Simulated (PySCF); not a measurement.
# KF and its ions

RHF-CCSD(T); PySCF, spin-free X2C with a Gaussian nucleus, basis sets K x2c-SVPall, F x2c-SVPall. Neutral (RHF): singlet (closed shell), Re = 2.167 Å, ωe = 485 cm⁻¹, De = 4.14 eV.

KF⁺ (UHF): doublet (π ↑), Re = 2.942 Å, ωe = 102 cm⁻¹, De = 0.17 eV to K⁺ + F. The energies at the minima are -701.08532 hartree for KF and -700.78750 for KF⁺.

(1) Work out the adiabatic ionisation energy, without and with harmonic zero-point energies (1 hartree = 27.2114 eV, 1 eV = 8065.5 cm⁻¹), and the change of the bond length.

Correlated steps freeze 6 core orbitals. Weak bonds: KF⁺. Basis-set superposition, not corrected here, can be much of De in a small basis, most of all at correlated wavefunction levels. For an ion De counts to the pair picked by the measured ionisation energies or electron affinities, which need not be the lowest pair at this level. Where the molecule has an RHF reference, its open-shell atoms are computed with UHF. States were picked by a PBE0 search and need not be the measured ground states.

Neutral and ion stand on different kinds of reference determinant, which adds to the error of the difference.

Results:

(1) At CCSD(T): 0.29782 hartree = 8.104 eV between the minima; the zero-point term (102.0 − 485.0)/2 cm⁻¹ = -0.024 eV makes it 8.080 eV. Re changes by +77.5 pm against the neutral. The electron leaves a π orbital, and the ion is left as a loose complex of an ion and an atom.
